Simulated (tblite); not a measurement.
Compound: C4H6F2O2Si.
Z-matrix (Å and degrees, GFN2-xTB geometry), rows numbered from 1:
```
F 
C   1  1.3602
F   2  1.3554  1  105.34
C   2  1.5041  1  111.36  3   121.31
C   4  1.3339  2  120.69  1   -67.49
O   5  1.3517  4  124.62  2  -178.13
Si  6  1.6370  5  121.91  4     3.58
C   7  1.9142  6  101.18  5   -23.51
O   4  1.3659  2  112.07  1   113.80
H   2  1.0993  1  108.14  3  -115.93
H   5  1.0790  4  121.07  2     2.13
H   7  1.4589  6  109.98  5    91.78
H   7  1.4519  6  103.79  5  -141.34
H   8  1.0966  7  111.34  6   -76.42
H   8  1.0884  7  115.06  6   160.54
```

Method: GFN2-xTB as coded in tblite; computed harmonic values from a numerical Hessian at the method's own geometry, unscaled. Errors from tens to a few hundred cm⁻¹ against measured bands are possible. Modes of hydrogen on silicon can be 10 to 20 % off. One conformer, not necessarily the lowest.

Harmonic wavenumbers (cm⁻¹): 31.0, 76.6, 136.0, 173.6, 197.0, 283.5, 368.7, 390.8, 419.3, 498.7, 549.0, 583.8, 596.8, 658.0, 720.9, 733.8, 754.3, 766.6, 786.8, 805.8, 916.4, 997.4, 1007.6, 1077.8, 1133.4, 1199.2, 1205.7, 1247.7, 1251.4, 1269.7, 1311.8, 1456.4, 1715.9, 2309.6, 2372.0, 2897.0, 2922.2, 3010.5, 3092.8.

A = 3067, B = 830.2, C = 747.0 MHz; mass 152.011 u (most abundant isotopes); point group C1, symmetry number 1.

Question: Zero-point energy?

Answer: ½Σν̃ = 20963 cm⁻¹ = 59.94 kcal/mol.

Question: What is S at 200 K and 1 bar for an ideal gas of classical rigid rotors and harmonic oscillators?

Answer: Translation 39.01, rotation 28.32, vibration 16.98: S = 84.3 cal/(mol K).

Question: And Cp and H(200 K) − H(0)?

Answer: Cp = 26.58 cal/(mol K), of which vibrations give 18.63 (their classical limit is 39 R = 77.5); H(200 K) − H(0) = 3.40 kcal/mol without the zero-point energy, 1.81 from vibrations.

Question: Which modes carry the vibrational entropy at 200 K?

Answer: 31.0 cm⁻¹: 4.97; 76.6 cm⁻¹: 3.20; 136.0 cm⁻¹: 2.11; 173.6 cm⁻¹: 1.67; 197.0 cm⁻¹: 1.45; 283.5 cm⁻¹: 0.88 cal/(mol K); the other 33 give 2.69 together.

Question: How do the functions run with temperature in this model?

Answer: 
```json
{"T (K)": "50", "S (cal/(mol K))": "59.7", "Cp (cal/(mol K))": "12.4", "H − H(0) (kcal/mol)": "0.50", "G − H(0) (kcal/mol)": "-2.49", "ln q(vib)": "0.67"}
{"T (K)": "100", "S (cal/(mol K))": "69.7", "Cp (cal/(mol K))": "16.9", "H − H(0) (kcal/mol)": "1.23", "G − H(0) (kcal/mol)": "-5.74", "ln q(vib)": "1.75"}
{"T (K)": "298.15", "S (cal/(mol K))": "96.8", "Cp (cal/(mol K))": "36.4", "H − H(0) (kcal/mol)": "6.49", "G − H(0) (kcal/mol)": "-22.36", "ln q(vib)": "6.26"}
{"T (K)": "373.15", "S (cal/(mol K))": "105.7", "Cp (cal/(mol K))": "43.0", "H − H(0) (kcal/mol)": "9.47", "G − H(0) (kcal/mol)": "-29.96", "ln q(vib)": "8.02"}
{"T (K)": "500", "S (cal/(mol K))": "119.5", "Cp (cal/(mol K))": "51.8", "H − H(0) (kcal/mol)": "15.51", "G − H(0) (kcal/mol)": "-44.25", "ln q(vib)": "10.99"}
{"T (K)": "750", "S (cal/(mol K))": "142.9", "Cp (cal/(mol K))": "63.0", "H − H(0) (kcal/mol)": "29.99", "G − H(0) (kcal/mol)": "-77.16", "ln q(vib)": "16.60"}
{"T (K)": "1000", "S (cal/(mol K))": "162.0", "Cp (cal/(mol K))": "69.6", "H − H(0) (kcal/mol)": "46.63", "G − H(0) (kcal/mol)": "-115.34", "ln q(vib)": "21.72"}
```

q(vib) and H(0) count from the zero-point level.

Question: What must be added to the electronic energy to get the Gibbs energy at 200 K and 1 bar?

Answer: ZPE + [H(200 K) − H(0)] − T·S = 59.94 + 3.40 − 16.86 = 46.48 kcal/mol.

Hindered rotation and anharmonicity are outside this model. Other conformers, if any are populated, would add a mixing term that is left out. The structure is chiral; the term R ln 2 for an equal mix with its mirror image is left out.
